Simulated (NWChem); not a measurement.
Species: NiHSF, triplet; SMILES [F][Ni][SH]

```xyz
4

Ni    -0.1860    -0.4384     0.0000
F      0.1732    -2.1340     0.0000
S      0.0717     1.6665     0.0000
H     -1.2791     1.9052     0.0000
```
Atoms are numbered in this order, from 1.

Level: PBE-D3(BJ)/def2-SVP, spin-unrestricted (NWChem), optimised geometry, unscaled harmonic frequencies. In the optimisation the excess spin sits in a' and a" (Cs, its own frame). The spin multiplicity was typed, not searched, and may not be the lowest.

| frequency (cm⁻¹) | IR intensity (km/mol) |
|---|---|
| 91 | 1.7 |
| 98 | 9.5 |
| 380 | 1.6 |
| 484 | 9.3 |
| 683 | 58.4 |
| 2553 | 0.6 |

- zero-point energy = 6.1 kcal/mol
- thermal correction to the enthalpy at 298.15 K (with zero-point energy) = 9.9 kcal/mol
- heat capacity Cv = 13.5 cal/(mol K)
- entropy at 298.15 K and 1 atm (symmetry number 1, electronic part: spin degeneracy alone) = 74.8 cal/(mol K)
- dipole moment = 2.27 D

Rigid rotor and harmonic oscillator; modes under 100 cm⁻¹ make the entropy uncertain.
